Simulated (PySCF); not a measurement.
Relaxation of sextet FIrN

These are results of UPBE0 in PySCF with Ir def2-TZVP with ECP60, N def2-TZVP, F def2-TZVP; scalar-relativistic core potentials, no spin–orbit coupling; density-fitted integrals, not measurements. A (50,194) grid was used.

A hand-made bent start, of Cs symmetry, held to at least that symmetry:

Coordinates in bohr (charge 0 multiplicity 6):
```
Ir   -0.0742    0.0000   -0.2871
N    -2.7831    0.0000    1.6098
F     2.8050    0.0000    1.7291
```

Optimiser trace:
```tsv
step	E − E(last) (kJ/mol)	largest gradient (Eh/bohr)
0	35.26	0.04852
1	12.95	0.00741
2	10.10	0.00942
3	2.71	0.01258
4	1.10	0.00716
5	0.33	0.00494
6	0.02	0.00157
7	0.00	0.00021
8	0.00	0.00008
```

It ends at Cs with Ir–F 1.931 Å, Ir–N 1.879 Å; F–Ir–N 140.1°. A frequency run shows a minimum. Other isomers or separated fragments may lie lower.

Other spin states or occupations of the open shell can lie lower. At this level a doublet minimum of C∞v symmetry lies 334 kJ/mol below this structure. With an element this heavy the missing spin–orbit coupling can shift these numbers.

The relaxation took of the order of 3 core-minutes on a shared host.
